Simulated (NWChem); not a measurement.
Molecule: C4H4F2; SMILES FC(=C=CC)F

Computed with NWChem. Geometry: optimised at PBE0/def2-SVP.

For level PW6B95/def2-SVP:

```
Property                     Value
---------------------------  -----
highest occupied level (eV)  -7.27
orbital gap (eV)              6.85
dipole (D)                    2.40
```

How do the values read with level PBE/def2-SVP instead?

The highest occupied level (eV) comes out as -5.75 and the orbital gap (eV) comes out as 4.30. The dipole (D) is 2.06.
